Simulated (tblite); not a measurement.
Species: C6H6FOP.
SMILES with atom numbers: `[CH3:1]/[C:2]([F:3])=[P:4]\[c:5]1[cH:6][cH:7][o:8][cH:9]1` (hydrogens: H10, H11, H12 on C1; H13 on C6; H14 on C7; H15 on C9)

Cartesian coordinates in Å at the GFN2-xTB level; atoms count from 1:
```xyz
15
C6H6FOP angstrom
C      2.0332    0.6423    0.0616
C      1.8946   -0.6628   -0.6369
F      3.0822   -1.0984   -1.1335
P      0.5980   -1.7039   -0.8939
C     -0.7473   -0.7391   -0.1535
C     -1.2083    0.5641   -0.5066
C     -2.3029    0.7942    0.2621
O     -2.5611   -0.2607    1.0535
C     -1.6296   -1.1864    0.7906
H      2.8723    0.5873    0.7559
H      1.1275    0.8917    0.6045
H      2.2531    1.4337   -0.6568
H     -0.7791    1.2185   -1.2371
H     -2.9601    1.6379    0.3364
H     -1.6771   -2.1105    1.3317
```

Computed with GFN2-xTB (tblite): harmonic, unscaled wavenumbers at the GFN2-xTB geometry, gas phase. Errors from tens to a few hundred cm⁻¹ against measured bands are possible. One conformer, not necessarily the lowest.

Harmonic wavenumbers (cm⁻¹): 40.3, 87.0, 95.5, 135.8, 255.2, 263.5, 316.1, 375.8, 387.2, 499.8, 598.9, 617.7, 736.3, 761.1, 780.0, 839.5, 852.2, 928.0, 963.6, 999.7, 1036.1, 1069.6, 1150.5, 1155.3, 1196.9, 1211.8, 1313.6, 1338.2, 1384.5, 1446.3, 1459.1, 1464.9, 1546.3, 2982.8, 3006.6, 3066.6, 3167.1, 3172.0, 3187.6.

A = 3462, B = 806.8, C = 713.5 MHz; mass 144.014 u (most abundant isotopes); point group C1, symmetry number 1.

Q: Zero-point energy?

A: ½Σν̃ = 22944 cm⁻¹ = 274.48 kJ/mol.

Q: Entropy at 200 K, 1 bar (ideal gas, RRHO, classical rotation)?

A: Translation 162.54, rotation 118.32, vibration 70.74: S = 351.6 J/(mol K).

Q: And Cp and H(200 K) − H(0)?

A: Cp = 106.73 J/(mol K), of which vibrations give 73.47 (their classical limit is 39 R = 324.3); H(200 K) − H(0) = 14.20 kJ/mol without the zero-point energy, 7.55 from vibrations.

Q: What must be added to the electronic energy to get the Gibbs energy at 200 K and 1 bar?

A: ZPE + [H(200 K) − H(0)] − T·S = 274.48 + 14.20 − 70.32 = 218.36 kJ/mol.

Q: How do the functions run with temperature in this model?

A: 
```tsv
T (K)	S (J/(mol K))	Cp (J/(mol K))	H − H(0) (kJ/mol)	G − H(0) (kJ/mol)	ln q(vib)
50	247.9	53.6	2.09	-10.30	0.55
100	290.9	72.3	5.25	-23.84	1.67
298.15	400.8	142.3	26.41	-93.09	6.18
373.15	435.6	168.4	38.08	-124.47	7.84
500	490.3	205.4	61.89	-183.24	10.63
750	583.6	253.7	119.83	-317.85	15.91
1000	660.9	282.9	187.18	-473.70	20.76
```

q(vib) and H(0) count from the zero-point level.

Q: Blend soft modes into free rotors: weight 1/[1 + (100 cm⁻¹/ν̃)⁴] for the oscillator and the rest for a rotor with moment μB/(μ + B), μ = h/(8π²ν), B = 10⁻⁴⁴ kg m². What vibrational entropy results?

A: 64.92 J/(mol K) in place of 70.74, which changes −T·S at 200 K by +1.17 kJ/mol.

Hindered rotation and anharmonicity are outside this model. Other conformers, if any are populated, would add a mixing term that is left out. The structure is chiral; the term R ln 2 for an equal mix with its mirror image is left out.
